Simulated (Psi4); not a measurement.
C$_{2}$H$_{7}$Al, charge +1, doublet (typed; the unrestricted solution is spin-contaminated), at a GFN2-xTB geometry (such geometries of metal compounds can be far from the true shape) (a state made from the parent by changing its charge; the spin is typed, not shown lowest), with bond 4-2 at 3.0 times its length; Psi4 with HF/6-31G.

Input for Psi4:
```
memory 2 GB

molecule mol {
1 2
  Al    0.212454   -0.058624   -0.178344
  C    -0.477015   -1.822075    0.479365
  H     0.142714   -2.580972   -0.028122
  H    -3.640033   -2.275759   -0.316325
  H    -0.363442   -1.924192    1.566413
  C     0.054228    1.938774   -0.124172
  H     0.871299    2.309986   -0.766121
  H     0.178313    2.333339    0.892581
  H    -0.909010    2.279887   -0.525191
  H     1.386300   -0.382826   -1.166386
}

set basis 6-31g
set reference uhf
set stability_analysis follow
set scf_type pk

energy('scf')
print_variables()
```

Q: What does Psi4 print? Leave out banner, timings and long lists.

A: 
```
   => Loading Basis Set <=

    Name: 6-31G
    Role: ORBITAL
    Keyword: BASIS

         ---------------------------------------------------------
                                   SCF
               by Justin Turney, Rob Parrish, Andy Simmonett
                          and Daniel G. A. Smith
                              UHF Reference
         ---------------------------------------------------------

  ==> Geometry <==

    Molecular point group: c1
    Full point group: C1

    Geometry (in Angstrom), charge = 1, multiplicity = 2:

       Center              X                  Y                   Z               Mass
    ------------   -----------------  -----------------  -----------------  -----------------
         AL           0.241629349457    -0.051321728420    -0.162913735442    26.981538530000
         C           -0.447839650543    -1.814772728420     0.494795264558    12.000000000000
         H            0.171889349457    -2.573669728420    -0.012691735442     1.007825032230
         H           -3.610857650543    -2.268456728420    -0.300894735442     1.007825032230
         H           -0.334266650543    -1.916889728420     1.581843264558     1.007825032230
         C            0.083403349457     1.946076271580    -0.108741735442    12.000000000000
         H            0.900474349457     2.317288271580    -0.750690735442     1.007825032230
         H            0.207488349457     2.340641271580     0.908011264558     1.007825032230
         H           -0.879834650543     2.287189271580    -0.509760735442     1.007825032230
         H            1.415475349457    -0.375523728420    -1.150955735442     1.007825032230

  Running in c1 symmetry.

  Rotational constants: A =      0.69963  B =      0.12967  C =      0.11987 [cm^-1]
  Rotational constants: A =  20974.34178  B =   3887.52875  C =   3593.59798 [MHz]
  Nuclear repulsion =   90.527006620642311

  Charge       = 1
  Multiplicity = 2
  Electrons    = 31
  Nalpha       = 16
  Nbeta        = 15

  ==> Algorithm <==

  SCF Algorithm Type is PK.
  DIIS enabled.
  MOM disabled.
  Fractional occupation disabled.
  Guess Type is SAD.
  Energy threshold   = 1.00e-06
  Density threshold  = 1.00e-06
  Integral threshold = 1.00e-12

  ==> Primary Basis <==

  Basis Set: 6-31G
    Blend: 6-31G
    Number of shells: 31
    Number of basis functions: 45
    Number of Cartesian functions: 45
    Spherical Harmonics?: false
    Max angular momentum: 1

  ==> Integral Setup <==

  Using in-core PK algorithm.
   Calculation information:
      Number of atoms:                  10
      Number of AO shells:              31
      Number of primitives:             82
      Number of atomic orbitals:        45
      Number of basis functions:        45

      Integral cutoff                 1.00e-12
      Number of threads:                 1

  Performing in-core PK
  Using 1072260 doubles for integral storage.
  We computed 107880 shell quartets total.
  Whereas there are 123256 unique shell quartets.

  ==> DiskJK: Disk-Based J/K Matrices <==

    J tasked:                  Yes
    K tasked:                  Yes
    wK tasked:                  No
    Schwarz Cutoff:          1E-12

  Minimum eigenvalue in the overlap matrix is 1.9658351887E-02.
  Reciprocal condition number of the overlap matrix is 4.1683839331E-03.
    Using symmetric orthogonalization.

  ==> Pre-Iterations <==

  SCF Guess: Superposition of Atomic Densities via on-the-fly atomic UHF (no occupation information).

   -------------------------
    Irrep   Nso     Nmo
   -------------------------
     A         45      45
   -------------------------
    Total      45      45
   -------------------------

  ==> Iterations <==

                        Total Energy        Delta E     RMS |[F,P]|

   @UHF iter SAD:  -320.15417286215097   -3.20154e+02   0.00000e+00
   @UHF iter   1:  -320.94026000304257   -7.86087e-01   7.94650e-03 ADIIS/DIIS
[...]
    Wavefunction unstable!
[...]
    Lowest UHF->UHF stability eigenvalues:
       A -0.214365

    Rotating orbitals by 0.5 * pi / 2 radians along unstable eigenvector.
    Running SCF again with the rotated orbitals.
   @UHF iter  24:  -321.02395700113550   -3.21024e+02   6.93625e-03 ADIIS/DIIS
   @UHF iter  25:  -321.17024267524738   -1.46286e-01   2.24071e-03 ADIIS/DIIS
   @UHF iter  26:  -321.17946678487948   -9.22411e-03   7.64432e-04 ADIIS/DIIS
   @UHF iter  27:  -321.18062786394290   -1.16108e-03   2.04655e-04 ADIIS/DIIS
   @UHF iter  28:  -321.18080624525572   -1.78381e-04   9.17098e-05 DIIS
   @UHF iter  29:  -321.18087272057329   -6.64753e-05   6.67486e-05 DIIS
   @UHF iter  30:  -321.18092959770530   -5.68771e-05   4.60528e-05 DIIS
   @UHF iter  31:  -321.18096516987418   -3.55722e-05   3.99989e-05 DIIS
   @UHF iter  32:  -321.18097852204829   -1.33522e-05   4.03673e-05 DIIS
   @UHF iter  33:  -321.18094265097551    3.58711e-05   3.82234e-05 DIIS
   @UHF iter  34:  -321.18079829305219    1.44358e-04   2.61674e-05 DIIS
   @UHF iter  35:  -321.18076536358313    3.29295e-05   1.56119e-05 DIIS
   @UHF iter  36:  -321.18075863061910    6.73296e-06   8.46294e-06 DIIS
   @UHF iter  37:  -321.18075854491804    8.57011e-08   5.09796e-06 DIIS
   @UHF iter  38:  -321.18075890106104   -3.56143e-07   2.60153e-06 DIIS
   @UHF iter  39:  -321.18075893581698   -3.47559e-08   8.99453e-07 DIIS
    Negative totally symmetric eigenvalue detected: -0.014961
    Wavefunction unstable!
    Lowest UHF->UHF stability eigenvalues:
       A -0.014961

    Rotating orbitals by 0.5 * pi / 2 radians along unstable eigenvector.
    There's still a negative eigenvalue. Try modifying FOLLOW_STEP_SCALE
    or increasing MAX_ATTEMPTS (not available for PK integrals).

  ==> Post-Iterations <==

   @Spin Contamination Metric:   7.443729850E-01
   @S^2 Expected:                7.500000000E-01
   @S^2 Observed:                1.494372985E+00
   @S   Expected:                5.000000000E-01
   @S   Observed:                5.000000000E-01

    Orbital Energies [Eh]
    ---------------------

    Alpha Occupied:

[...]
      16A     -0.565436

    Alpha Virtual:

[...]
    Beta Occupied:

[...]
    Beta Virtual:

[...]
    Final Occupation by Irrep:
              A
    DOCC [    15 ]
    SOCC [     1 ]
    NA   [    16 ]
    NB   [    15 ]

  @UHF Final Energy:  -321.18075893581698

   => Energetics <=

    Nuclear Repulsion Energy =             90.5270066206423110
    One-Electron Energy =                -615.4544758590400306
    Two-Electron Energy =                 203.7467103025807660
    Total Energy =                       -321.1807589358169821

  UHF NO Occupations:
  HONO-2 :   14  A 1.9999917
  HONO-1 :   15  A 1.9996178
  HONO-0 :   16  A 1.0000000
  LUNO+0 :   17  A 0.0003822
  LUNO+1 :   18  A 0.0000083
  LUNO+2 :   19  A 0.0000006
  LUNO+3 :   20  A 0.0000003

Computation Completed

Properties will be evaluated at   0.000000,   0.000000,   0.000000 [a0]

Properties computed using the SCF density matrix

 Multipole Moments:

 ------------------------------------------------------------------------------------
     Multipole            Electronic (a.u.)      Nuclear  (a.u.)        Total (a.u.)
 ------------------------------------------------------------------------------------

 L = 1.  Multiply by 2.5417464519 to convert [e a0] to [Debye]
 Dipole X            :          1.7103553           -2.2205564           -0.5102011
 Dipole Y            :         -2.0550940           -0.1299797           -2.1850738
 Dipole Z            :          0.9832685           -0.0693464            0.9139221
 Magnitude           :                                                    2.4228302

 ------------------------------------------------------------------------------------

  Variable Map:
  ----------------------------------------------------------------------------
[...]
  Array Variable Map:
  ----------------------------------------------------------------------------
[...]
[...]
```

Convergence was not reached.
